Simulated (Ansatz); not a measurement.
Cost and result for the atomization energy of CH$_{6}$CuN, SMILES `[CH3][Cu-][NH3+]` (9 atoms, 8 bonds).

Cartesian coordinates in Å:
```
C -1.1852 -1.2296 0.8873
Cu -0.0141 -0.0150 0.0103
N 1.2030 1.2480 -0.9007
H -1.8818 -1.6928 0.1798
H -1.7813 -0.7240 1.6550
H -0.6285 -2.0354 1.3785
H 1.0828 2.1924 -0.5488
H 1.0310 1.2680 -1.9008
H 2.1741 0.9886 -0.7606
```

Total charge 0; spin multiplicity 1. For Cu the d shell is correlated and the shells below it are frozen. Scalar relativity is left out up to krypton. All single points use the PBE0-D4/def2-TZVP geometry. It is one conformer, not always the lowest. Program: Ansatz. All runs use 4 threads of an Arm Neoverse V2 on a shared host. Times are those of one run each, without the atoms' runs, and a repeat can differ threefold. Electronic energies, without spin–orbit coupling; frozen cores. CCSD(T)/CBS adds CCSD(T) − MP2 in def2-TZVPP to the MP2 limit, and its time is that of the two runs behind it. T1 = 0.023. With those shells the extrapolation isn't a true limit. B3LYP takes the VWN-RPA correlation (the form of Gaussian; ORCA's B3LYP/G). HSE06 is the plane-wave form, built on full-range PBE exchange.

CCSD(T)/CBS is a level of theory with its own doubt, some kJ/mol a heavy atom from the limit and from the frozen cores, so smaller differences don't rank the functionals.

```tsv
level	functions	wall time
LDA (SPW92)/def2-TZVPP	210	0.9 s
PBE-D4/def2-TZVPP (with forces)	210	1.8 s
PBE0-D4/def2-TZVPP	210	1.9 s
HSE06-D4/def2-TZVPP	210	2.1 s
BHLYP-D4/def2-TZVPP	210	2.1 s
CCSD(T)/def2-SVP	89	2.4 s
B3LYP-D4/def2-TZVPP (with forces)	210	2.9 s
B2PLYP/def2-TZVPP	210	3.3 s
r2SCAN-D4/def2-TZVPP (with forces)	210	3.4 s
B97M-V/def2-TZVPP	210	6.5 s
MP2/def2-QZVPP	394	12 s
CCSD(T)/def2-TZVPP	210	55 s
CCSD(T)/CBS(def2)	–	67 s
```

What atomization energy does each give, and how far from CCSD(T)/CBS? (Best estimate.)

Computed: 
```csv
level,atomization (kcal/mol),difference from CCSD(T)/CBS,per bond
LDA (SPW92)/def2-TZVPP,793.1,98.7,12.3
PBE-D4/def2-TZVPP (with forces),705.3,10.9,1.4
PBE0-D4/def2-TZVPP,688.0,-6.4,-0.8
HSE06-D4/def2-TZVPP,688.3,-6.1,-0.8
BHLYP-D4/def2-TZVPP,668.7,-25.7,-3.2
CCSD(T)/def2-SVP,653.9,-40.5,-5.1
B3LYP-D4/def2-TZVPP (with forces),693.7,-0.7,-0.1
B2PLYP/def2-TZVPP,688.2,-6.2,-0.8
r2SCAN-D4/def2-TZVPP (with forces),695.2,0.8,0.1
B97M-V/def2-TZVPP,694.5,0.1,0.0
MP2/def2-QZVPP,694.0,-0.4,0.0
CCSD(T)/def2-TZVPP,676.1,-18.3,-2.3
CCSD(T)/CBS(def2),694.4,0.0,0.0
```

At CCSD(T), def2-SVP lies −40.5 kcal/mol from the extrapolated value and def2-TZVPP −18.4 kcal/mol: correlation converges slowly with the basis, and small sets miss more of it in the bonded molecule than in its fragments. The D4 term adds +4.3 kcal/mol with B3LYP and +2.2 kcal/mol with PBE0; it sums over pairs of atoms, weighted by their polarisabilities, and B3LYP, whose exchange is more repulsive, gets the larger term. From PBE to PBE0 (25 % exact exchange), in def2-TZVPP and without D4, the atomization energy moves by −16.9 kcal/mol: exact exchange takes away binding that semilocal exchange gives to molecules.
